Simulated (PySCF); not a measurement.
# ORD: `CC[Si@@H]1OC[C@@H]1CF`, C5H11FOSi

Cartesian coordinates in Å; atom numbers follow the order of the lines, from 1:
```xyz
19

C     2.5369   -0.9199   -0.6006
C     1.7849    0.1090    0.2351
Si    0.2940    0.8359   -0.6772
O    -0.4747    2.0566    0.1342
C    -1.7766    1.4599    0.1424
C    -1.4619    0.0894   -0.4656
C    -1.6301   -1.0666    0.4879
F    -2.9669   -1.3245    0.7231
H     1.9022   -1.7723   -0.8272
H     3.4165   -1.2802   -0.0712
H     2.8608   -0.4815   -1.5404
H     1.4848   -0.3445    1.1815
H     2.4636    0.9246    0.4865
H     0.5803    1.1877   -2.0705
H    -2.1503    1.4260    1.1660
H    -2.4486    2.0630   -0.4673
H    -2.0311   -0.1062   -1.3720
H    -1.1847   -0.8564    1.4652
H    -1.2089   -1.9907    0.0777
```

Level of theory: TDDFT PBE0/def2-SVPD circular dichroism and optical rotation, one conformer, gas phase in PySCF. Geometry: GFN2-xTB.

The molecule is flexible and this is one conformer; a measurement averages over conformers. States above about 7.8 eV (minus the energy of the highest occupied orbital) lie near or above the ionisation threshold and depend on the basis.

Stereocentres: Si3 S, C6 R.

Q: Give the optical rotatory dispersion at 633, 589.3, 546, 436, 405, 365, 355 nm.

A: [α] in deg dm⁻¹ (g/mL)⁻¹:
| λ (nm) | origin-invariant length gauge | modified velocity gauge | length gauge (centre of mass) | isotropic polarisability (au) |
| --- | --- | --- | --- | --- |
| 633 | +103.7 | +104.0 | +102.2 | 88.0 |
| 589.3 | +121.7 | +121.9 | +119.9 | 88.3 |
| 546 | +144.6 | +144.8 | +142.6 | 88.7 |
| 436 | +247.4 | +246.7 | +243.9 | 90.1 |
| 405 | +298.6 | +297.2 | +294.4 | 90.8 |
| 365 | +395.4 | +392.4 | +389.9 | 92.0 |
| 355 | +427.9 | +424.3 | +421.9 | 92.4 |

Q: And for the mirror image at 589.3 nm?

A: -121.7 deg dm⁻¹ (g/mL)⁻¹ (origin-invariant length gauge): the same size and the opposite sign.

Q: What is the molar rotation [Φ] = [α]·M/100 of the geometry above at 589.3 nm?

A: With M = 134.22 g/mol, +163.3 deg cm² dmol⁻¹ (origin-invariant length gauge).

The first excitation lies at 6.34 eV (195 nm) with R = +19.3 × 10⁻⁴⁰ esu² cm² (velocity form).
